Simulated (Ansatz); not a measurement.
Geometry optimisation, RHF/6-31G* in Ansatz.

Input file:

```yaml
crystal:
  periodic: [false, false, false]
  atoms:
    - { symbol: B, position_ang: [0.0, 0.0, 0.0] }
    - { symbol: Cl, position_ang: [0.0, 0.0, 1.86] }
    - { symbol: Cl, position_ang: [1.6108, 0.0, -0.93] }
    - { symbol: F, position_ang: [-1.1431, 0.0, -0.66] }
basis:
  gaussian: { orbitals: "6-31G*" }
hamiltonian:
  xc: hf
relax:
  f_tol: 0.02
  max_steps: 40
```

Launched with:

```bash
$ ansatz run input.yaml --threads 1 --pin off --max-ram 2048MiB --backend cpu --events-out ev --progress --plain --runs-dir out
```

Question: Where does it end, and by what steps?

Answer: The forces met the threshold. After 5 steps the energy has fallen by 0.345 eV; Cl2 moved furthest, 0.10 Å.

| step | energy less start (eV) | largest force component (eV/Å) | accepted |
| --- | --- | --- | --- |
| 0 | 0.0000 | 2.612 | yes |
| 1 | -0.2991 | 1.055 | yes |
| 2 | -0.3434 | 0.233 | yes |
| 3 | -0.3445 | 0.089 | yes |
| 4 | -0.3446 | 0.028 | yes |
| 5 | -0.3446 | 0.001 | yes |

```xyz
4
Properties=species:S:1:pos:R:3
B 0.030 0.000 0.017
Cl 0.004 0.000 1.763
Cl 1.529 0.000 -0.879
F -1.095 0.000 -0.632
```

Whether the end is a true minimum wasn't checked by a vibrational analysis.

The run took 4.1 s on 1 thread of Intel(R) Xeon(R) 6975P-C (Granite Rapids) (shared host), peak memory 0.13 GiB.
